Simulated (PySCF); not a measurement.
## Basis set benchmark on one molecule

Molecule: `C=CS(=O)(=O)C=C`, C$_{4}$H$_{6}$O$_{2}$S.

Mapped SMILES: `[CH2:1]=[CH:2][S:3](=[O:4])(=[O:5])[CH:6]=[CH2:7]`; H(Xn) means a hydrogen on atom n. Ha(C1), Ha(C7) are cis to S3; Hb(C1), Hb(C7) are trans to S3.

Geometry PBE0-D3(BJ)/def2-SVP throughout; GIAO in PySCF 2.14, gas phase, one conformer, non-relativistic; equivalent atoms averaged; functional PBE0.

Reference values (measured; solution, not stated per compound (mostly CDCl3 or CCl4); Pretsch, Buehlmann, Badertscher, Structure Determination of Organic Compounds, 4th ed. (2009)): δ(H(C2)/H(C6)) = 6.67 ppm. Computed shifts are taken against TMS, calculated as an isolated molecule at each level.

How do the basis sets STO-3G, pcSseg-0, 6-31G, 6-31G*, cc-pVDZ, def2-SVP, pcSseg-1, aug-cc-pVDZ, 6-311+G(2d,p), def2-TZVP, cc-pVTZ, IGLO-III perform against the reference? Times are CPU seconds on shared hosts with different chips, so compare them loosely.

Answers


```csv
basis set,functions,H(C2)/H(C6),abs. error H,core-s
STO-3G,45,6.07,0.60,4.1
pcSseg-0,79,6.48,0.19,6.8
6-31G,79,6.31,0.36,7.6
6-31G*,114,6.09,0.58,11
cc-pVDZ,132,6.22,0.45,10
def2-SVP,132,6.22,0.45,9.3
pcSseg-1,156,6.36,0.31,21
aug-cc-pVDZ,219,6.66,0.01,22
"6-311+G(2d,p)",233,6.61,0.06,29
def2-TZVP,259,6.61,0.06,28
cc-pVTZ,298,6.58,0.09,34
IGLO-III,314,6.63,0.04,35
```

For 1H the closest is aug-cc-pVDZ (0.01 ppm) and the furthest STO-3G (0.60 ppm). Where a smaller basis beats a larger one, errors probably cancel. One molecule is a small sample, and vibrational and solvent effects are absent from the calculation.

A small basis that lands close on one nucleus may do so by chance; judge by the trend and by all nuclei.
